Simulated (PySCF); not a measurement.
## MBe cations for M along group 14

r²SCAN with double-zeta basis sets in PySCF, for the lowest determinant that a PBE0 search found; no spin–orbit coupling. De refers to high-spin ground-configuration atoms (the charge goes to the atom of lower measured ionisation energy or higher electron affinity, which is not always the lowest computed limit). A positive dipole points towards Be; it is taken about the centre of mass and depends on that origin.

```
 M                       basis  charged atom  state (unpaired electrons)  Re (Å)  ωe (cm⁻¹)  De (eV)  μ (D)
 C                 aug-cc-pVDZ           Be+         quartet (σ ↑, π ↑↑)   1.589       1106     3.00   5.49
Si                   def2-SVPD           Si+               doublet (π ↑)   2.300        438     2.37   4.82
Ge                     pcseg-1           Ge+               doublet (π ↑)   2.345        416     2.13   6.08
Sn                  x2c-SVPall           Sn+               doublet (π ↑)   2.535        375     1.69   5.79
Pb  aug-cc-pVDZ/aug-cc-pVDZ-PP           Pb+               doublet (π ↑)   2.607        336      n/a   5.26
```

The shortest bond is that of BeC⁺ (1.589 Å), the longest that of BePb⁺ (2.607 Å).

The rows differ in basis set, which adds steps of its own.

The state changes along the series, so neighbouring rows are not always alike in their bonding.

Spin–orbit coupling is left out, which matters for elements this heavy, above all for dissociation energies. For an ion De counts to the pair picked by the measured ionisation energies or electron affinities, which need not be the lowest pair at this level. States were picked by a PBE0 search and need not be the measured ground states.
